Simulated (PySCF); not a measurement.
## HOsN at several levels of theory

All levels use the PBE0 minimum (singlet; Os–H 1.588 Å, Os–N 1.594 Å; H–Os–N 93.8°), basis [Os def2-TZVP with ECP60, N def2-TZVP, H def2-TZVP], scalar-relativistic core potentials, density fitting, no spin–orbit coupling, PySCF. For vertical energies the ionised species is a doublet (spins chosen at PBE0 and kept) and the electron-attached one a doublet. Atomisation goes to high-spin ground-configuration atoms, without zero-point energy. Open shells are unrestricted, also as the reference of the correlated levels. A dash marks a value that was not computed or is not defined at that level.

```tsv
level	atomisation (kJ/mol)	vertical IP (eV)	vertical EA (eV)	−ε(HOMO) (eV)	gap (eV)	dipole (D)
PBE0	813	8.36	1.23	6.15	3.02	2.56
HF	99	7.13	0.92	8.72	8.68	3.81
MP2	968	8.90	0.07	–	–	–
PBE	947	8.49	1.16	5.07	0.96	2.08
B3LYP	828	8.53	1.26	6.01	2.54	2.40
r2SCAN	836	8.33	1.28	5.29	1.38	2.34
TPSSh	857	8.32	1.16	5.50	1.95	2.46
LC-wPBE	782	8.24	1.37	8.67	7.80	3.15
M06	791	8.57	1.15	6.09	2.95	2.36
```

Spin contamination in at least one species weakens the values at: HF, MP2.

Without diffuse functions attachment energies tend to come out too low.

Spin–orbit coupling, left out here, can matter for elements this heavy.
